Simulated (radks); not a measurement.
Question: The mean radii <r> (bohr) of the occupied orbitals of an atom or ion are listed with their occupations. All-electron calculation, non-relativistic Kohn-Sham, exchange-only B88, spin-polarised, spherical densities, point nucleus. Program: a radial shooting solver on a logarithmic mesh with Libxc functionals.

orbital  occ.      <r>
1s up       1  0.01892
1s down     1  0.01892
2s down     1  0.07966
2s up       1  0.07966
2p up       3  0.06730
2p down     3  0.06730
3s up       1   0.2008
3s down     1   0.2008
3p up       3   0.1912
3p down     3   0.1912
3d up       5   0.1669
3d down     5   0.1669
4s up       1   0.4412
4s down     1   0.4412
4p up       3   0.4448
4p down     3   0.4448
4d up       5   0.4515
4d down     5   0.4515
4f up       7   0.4716
4f down     7   0.4715
5s up       1    1.001
5s down     1    1.000
5p up       3    1.085
5p down     3    1.084
5d up       5    1.458
5d down     5    1.438
6s up       1    2.880

Name the element and its charge. Open shells, if any, are filled with parallel spins first.

Answer: Z = 80, mercury, charge +1: Hg+ in [Xe] 4f14 5d10 6s1. The 1s radius gives Z: for a bare nucleus <r> = 1.5/Z, 0.01875 bohr for Z = 80, and screening makes it slightly larger (0.01892 here). The occupations add up to 79, and the charge is Z minus that.
